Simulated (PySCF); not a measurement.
Isomers of C3H10SSi. Method: PBE0-D3(BJ)/def2-SVP geometry optimisation, gas phase (PySCF). Energies are electronic, without zero-point or thermal terms, for one conformer each. No frequencies were run at this level. Point groups hold within 0.08 Å.

Question: Order them by energy at this level, lowest first, and give relative energies in kJ/mol.
A. `[CH3:1][CH:2]([CH3:3])[S:4][SiH3:5]` with C1–C2–S4–Si5 164°
B. `[CH3:1][CH2:2][CH2:3][S:4][SiH3:5]` with C1–C2–C3–S4 60°, C2–C3–S4–Si5 68°

Answer: A (0.0), B (3.9).

Neighbours under 10 kJ/mol apart (CC(C)S[SiH3] and CCCS[SiH3]) can change places with a better method, another conformer or zero-point energy.

```json
{"SMILES": "CC(C)S[SiH3]", "E (Eh)": "-807.33988", "E rel (kJ/mol)": "0.0", "dipole (D)": "1.63", "point group": "C1", "A, B, C (MHz)": "5343, 1794, 1506"}
{"SMILES": "CCCS[SiH3]", "E (Eh)": "-807.33838", "E rel (kJ/mol)": "3.9", "dipole (D)": "1.59", "point group": "C1", "A, B, C (MHz)": "4768, 1714, 1550"}
```

Q: As an exercise, what shares would exp(−E/RT) give at 1000 K from these electronic energies alone (no entropy, no degeneracies)?

A: RT = 8.314 kJ/mol: CC(C)S[SiH3] 61.6 %, CCCS[SiH3] 38.4 %.
